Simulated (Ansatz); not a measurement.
`[SiH3][NH][GeH3]` + `C=N[SiH2]N` → `C=N[SiH2]N[SiH3]` + `[NH2][GeH3]`  (ligand exchange at the Si–N bond)

Gas-phase electronic energies from Ansatz, PBE0-D4/def2-TZVP geometries. CCSD(T)/CBS adds triple-zeta CCSD(T) − MP2 to the extrapolated MP2 energy (def2 sets, frozen cores). DFT in def2-TZVPP. HSE06 is defined as in plane-wave codes. For Ge outer-core shells are correlated without core-valence functions, which leaves a few kJ/mol of doubt a bond. Scalar relativity is left out up to krypton. Each species was taken in one conformer, which may not be the lowest.

`[SiH3][NH][GeH3]`:

```xyz
10

Si    0.181    0.166    1.564
N    -0.524    0.421    0.018
Ge   -0.021   -0.338   -1.580
H     0.823   -1.175    1.543
H    -0.864    0.213    2.623
H     1.224    1.167    1.935
H    -1.151    1.206   -0.076
H     0.639   -1.680   -1.240
H     0.973    0.556   -2.348
H    -1.281   -0.536   -2.440
```

`C=N[SiH2]N`:

```xyz
10

C     0.782   -1.075    1.494
N     0.962   -0.244    0.568
Si   -0.331    0.709   -0.126
N    -0.501    0.526   -1.815
H     1.623   -1.650    1.901
H    -0.199   -1.286    1.954
H    -1.630    0.317    0.499
H     0.016    2.122    0.157
H     0.204    0.885   -2.438
H    -0.928   -0.304   -2.193
```

`C=N[SiH2]N[SiH3]`:

```xyz
13

C    -0.881    1.417    2.018
N     0.166    0.807    1.683
Si    0.804    0.818    0.058
N     0.941   -0.770   -0.579
Si   -0.255   -1.663   -1.448
H    -1.496    2.015    1.325
H    -1.242    1.379    3.053
H    -0.090    1.599   -0.845
H     2.153    1.427    0.153
H     1.759   -1.287   -0.287
H    -0.765   -2.828   -0.675
H    -1.377   -0.730   -1.721
H     0.284   -2.185   -2.734
```

`[NH2][GeH3]`:

Cartesian coordinates in Å:
```
N 0.967 -0.546 0.341
Ge -0.462 0.429 -0.294
H 1.066 -0.514 1.347
H 0.952 -1.517 0.059
H -0.435 0.313 -1.825
H -1.843 -0.048 0.218
H -0.245 1.882 0.154
```

| level | ΔE (kJ/mol) | difference from CCSD(T)/CBS |
| --- | --- | --- |
| LDA (SPW92) | 1.6 | 1.2 |
| PBE-D4 | -1.0 | -1.4 |
| revPBE-D4 | -2.2 | -2.6 |
| B97M-V | -0.4 | -0.8 |
| PBE0-D4 | -0.4 | -0.8 |
| r2SCANh-D4 | -0.4 | -0.8 |
| BHLYP-D4 | 0.6 | 0.2 |
| ωB97X-V | 0.5 | 0.1 |
| HSE06 | 0.6 | 0.2 |
| CAM-B3LYP | 2.0 | 1.6 |
| LC-ωPBE | 2.1 | 1.7 |
| HF/def2-SVP | 2.7 | 2.3 |
| CCSD(T)/def2-SVP | -0.2 | -0.6 |
| SCS-MP2/def2-TZVPP | 0.8 | 0.4 |
| MP2/def2-QZVPP | 0.9 | 0.5 |
| HF/CBS(def2) | 2.1 | 1.7 |
| CCSD(T)/CBS | 0.4 | 0 |

Largest T1 diagnostic among the species: 0.012.

Leaving LDA and LC-ωPBE aside and taking each functional with its dispersion term where it has one, the values, not all of them listed here, spread over 3.2 kJ/mol, from revPBE-D4 to B2PLYP.
